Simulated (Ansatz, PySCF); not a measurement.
CuI, charge -1, doublet, at a GFN2-xTB geometry (such geometries of metal compounds can be far from the true shape) (the multiplicity is a formal guess) (core potentials on I). Base run: PySCF with WB97M-V/def2-SVP.

PySCF was given this input:
```python
from pyscf import gto, scf, dft

mol = gto.Mole()
mol.atom = '''
    Cu   -0.00000000   -0.00000000   -1.64845868
    I     0.00000000    0.00000000    0.90198683
'''
mol.basis = 'def2-svp'
mol.ecp = {'I': 'def2-svp'}
mol.charge = -1
mol.spin = 1
mol.verbose = 4
mol.build()

mf = dft.UKS(mol)
mf.xc = 'wb97m_v'
mf.kernel()
```

The same geometry, method and basis name were run in Ansatz (a program for electronic structure) and PySCF, at each program's defaults and at the settings that a row names. The base is PySCF at its defaults. Differences at the defaults can come from grids, fitting, cores and function types together.

```csv
code and settings,ΔE vs base (µEh),basis functions,E (Eh),SCF cycles
"PySCF, defaults (exact integrals, its default grid, spherical functions)",0.0,57,-1937.94048,16
"Ansatz, defaults (factorised integrals, its default grid, spherical functions)",5.5,57,-1937.94048,-
"PySCF, density fitting with def2-universal-jkfit",-11.1,57,-1937.94049,16
"PySCF, fine grid",8.1,57,-1937.94048,16
"Ansatz, high accuracy",2.3,57,-1937.94048,-
```

Open shells are given as the SCF converged; they aren't shown to be the lowest states, and a large step between rows can be another state.
